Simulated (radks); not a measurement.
Coulomb parameter of the 4f shell of the dysprosium ion Dy2+ in the model configuration [Xe] 4f8.5 5d1.5, as a second difference U = [E(n + 0.5) + E(n - 0.5) - 2 E(n)] / (0.5)^2 with all orbitals relaxed. "Bare": the charge of the atom changes with n. "Screened": the 5d shell takes up the change at fixed total charge, which measures U(4f,4f) + U(5d,5d) - 2 U(4f,5d). Method: Dirac Kohn-Sham, PBEsol, spin-unpolarised, spherical densities, finite nucleus; open shells are shared between the two j in proportion to 2j + 1; Fermi nuclear charge, rms radius 5.2218 fm; computed with a radial shooting solver on a logarithmic mesh with Libxc functionals.

case              configuration  E - E(n) (eV)
start          [Xe] 4f8.5 5d1.5          0.000
bare +0.5        [Xe] 4f9 5d1.5        -11.161
bare -0.5        [Xe] 4f8 5d1.5         15.604
screened +0.5      [Xe] 4f9 5d1         -4.690
screened -0.5      [Xe] 4f8 5d2          6.038

U(bare) = 17.770 eV, U(screened by 5d) = 5.393 eV.
